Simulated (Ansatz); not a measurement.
## Exact exchange and the HOMO–LUMO gap of CH3BFN

CH3BFN has 7 atoms, charge 0, and is taken as a singlet. SMILES: `BN=CF`. The coordinates come from a PBE0-D4/def2-TZVP relaxation.

The HOMO–LUMO gap y, in eV, basis aug-cc-pVDZ; a is the functional's share of exact exchange. Programs: Ansatz 0.2.0.

| functional | program | a | y (eV) |
| --- | --- | --- | --- |
| r2SCAN | Ansatz | 0 | 6.13 |
| PBE | Ansatz | 0 | 5.61 |
| B3LYP | Ansatz | 0.2 | 7.51 |
| PBE0 | Ansatz | 0.25 | ? |
| BHLYP | Ansatz | 0.5 | 9.89 |

Task: Fit y = c + s·a to the known rows and predict PBE0.

Result: 
1. Means of the 4 rows: a = 0.1750, y = 7.285.
2. Σ(Δa)² = 0.1675, Σ(Δa·Δy) = 1.3475, so the slope is 1.3475/0.1675 = 8.0448.
3. Intercept: 7.285 − (8.0448) × 0.1750 = 5.877. The largest residual of the fit is 0.27.
4. PBE0: 5.877 + (8.0448) × 0.25 = 7.89 eV.

The run gave 7.95 eV, so the prediction is off by -0.06 eV, within the largest residual. Exact exchange lowers occupied levels and raises empty ones. The rows mix families of semi-local functionals, which the line can't see.
